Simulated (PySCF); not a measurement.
A calculated (PBE0, PySCF 2.14, x2c-TZVPPall with one added diffuse shell each of s, p, d, f type, the spin-free X2C one-electron Hamiltonian (Gaussian nucleus)) atom or ion has these occupied shells.

| shell | electrons | orbital energy (eV) | rms radius, mean of both spins (bohr) |
| --- | --- | --- | --- |
| 1s α | 1 | -4904.8 | 0.0804 |
| 1s β | 1 | -4904.8 | 0.0804 |
| 2s α | 1 | -551.25 | 0.352 |
| 2s β | 1 | -550.59 | 0.352 |
| 2p α | 3 | -455.67 | 0.321 |
| 2p β | 3 | -455.10 | 0.321 |
| 3s α | 1 | -68.868 | 1.08 |
| 3s β | 1 | -66.641 | 1.08 |
| 3p α | 3 | -43.599 | 1.18 |
| 3p β | 3 | -41.211 | 1.18 |
| 3d α | 2 | -8.060 | 1.76 |
| 4s α | 1 | -6.357 | 3.65 |
| 4p α | 1 | -3.073 | 4.77 |

Question: Name the element and its charge.

Answer: Ti (titanium, neutral), in [Ar] 3d2 4s1 4p1, one real determinant (an excited configuration).
